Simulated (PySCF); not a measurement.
C₄H₁₁NSi, SMILES C(/C)(CN)=C\[SiH3]. Atoms are numbered in the order given.

```xyz
17

C     -0.7918    -2.2864     0.8553
C     -0.3763    -0.9185     0.3859
C      0.7737    -0.6742    -0.2684
Si     1.4772     0.9893    -0.8037
C     -1.3430     0.1937     0.7390
N     -1.1044     1.3826    -0.0630
H     -0.0263    -3.0443     0.6381
H     -1.7376    -2.5986     0.3771
H     -0.9806    -2.2884     1.9441
H      1.4173    -1.5425    -0.4615
H      1.6295     1.9996     0.2833
H      2.8854     0.6576    -1.2242
H      0.8609     1.5987    -2.0196
H     -2.3819    -0.1916     0.6709
H     -1.1972     0.4511     1.8045
H     -1.4443     2.2311     0.3849
H     -1.5507     1.3114    -0.9763
```

Coordinates come from a B3LYP-D3(BJ)/def2-SVP optimisation. The structure was generated by enumeration; whether it is a known compound was not checked. Other conformers were not sampled.

Calculation: PBE/def2-TZVP in PySCF.

ESP charges are fitted to the potential on shells at 1.4 to 2.0 van der Waals radii. Atomic charges (e):

```csv
atom,Löwdin,ESP fit
C1,(withheld),-0.82
C2,-0.23,0.40
C3,-0.28,-0.36
Si4,0.16,0.14
C5,(withheld),0.01
N6,(withheld),-0.54
H7,0.13,0.22
H8,0.13,0.21
H9,0.13,0.20
H10,0.14,0.15
H11,(withheld),-0.06
H12,(withheld),-0.10
H13,(withheld),-0.07
H14,(withheld),0.02
H15,(withheld),0.08
H16,0.15,0.26
H17,0.16,0.26
```

Task: What belongs in the gaps? (The exact figures need the calculation; the answer reports its results.)

Result: 
- C1, Löwdin: -0.27
- C5, Löwdin: -0.30
- N6, Löwdin: -0.08
- H11, Löwdin: -0.04
- H12, Löwdin: -0.05
- H13, Löwdin: -0.04
- H14, Löwdin: 0.13
- H15, Löwdin: 0.15

Task: Give the Mayer and Wiberg (Löwdin basis) orders of the bonds. (An estimate is asked for; the answer gives what the named calculation found.)

Result: 
```csv
bond,Mayer,Wiberg
C1–C2,0.98,1.24
C2–C3,1.89,1.94
C3–Si4,1.00,1.15
C2–C5,0.97,1.16
C5–N6,1.06,1.42
C1–H7,0.97,0.89
C1–H8,0.95,0.88
C1–H9,0.95,0.88
C3–H10,0.93,0.82
Si4–H11,0.94,0.95
Si4–H12,0.92,0.94
Si4–H13,0.93,0.94
C5–H14,0.96,0.85
C5–H15,0.92,0.84
N6–H16,0.93,0.95
N6–H17,0.92,0.94
```
